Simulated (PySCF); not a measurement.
## Computed properties of C₂H₅FMg, SMILES C[CH2][Mg][F]

C2H5FMg, SMILES [F][Mg][CH2]C. Geometry: B3LYP-D3(BJ)/def2-SVP. Other conformers were not sampled. All values are computed for the isolated molecule unless a solvent is named; none is compared with measurement here.

**Structure.** The optimised structure has Cs symmetry. All 21 harmonic modes at B3LYP-D3(BJ)/def2-SVP (PySCF) are real, so it is a minimum. With heavy atoms numbered as in [Mg:1]([F:2])[CH2:3][CH3:4], the shortest bond between them is C3–C4 at 1.538 Å and the longest Mg1–C3 at 2.098 Å.

**Vibrations.** The strongest infrared lines (harmonic, unscaled, degenerate partners summed) lie at 560 cm⁻¹ (68 km/mol, H 80 %, C 17 %), 774 cm⁻¹ (63 km/mol, Mg 54 %, F 42 %), 2997 cm⁻¹ (57 km/mol, H 97 %). The softest mode is at 91 cm⁻¹ and the zero-point energy is 41.1 kcal/mol.

**Electronic structure.** PBE0/def2-TZVPD (PySCF) places the frontier levels at -6.94 and -1.06 eV, a gap of 5.88 eV, and gives a dipole moment of 2.16 D and a mean polarisability of 51.3 bohr³.

**Excitations.** TDA-M06-2X/def2-SVPD (PySCF) has S1 at 5.18 eV (239 nm, f = 0.208, bright); the most intense of the 10 singlets computed lies at 5.18 eV (f = 0.21). T1 (TDA) is at 4.05 eV, 1.13 eV under S1. No vertical singlet excitation falls in the visible range (under 3.1 eV).

**NMR.** GIAO shifts at PBE0/pcSseg-1 (PySCF) (non-relativistic, atoms alike by connectivity averaged): ¹³C from -4.5 to 16.8 ppm against TMS; ¹H from 0.5 to 1.7 ppm against TMS; ¹⁹F at -228.2 ppm against CFCl3.
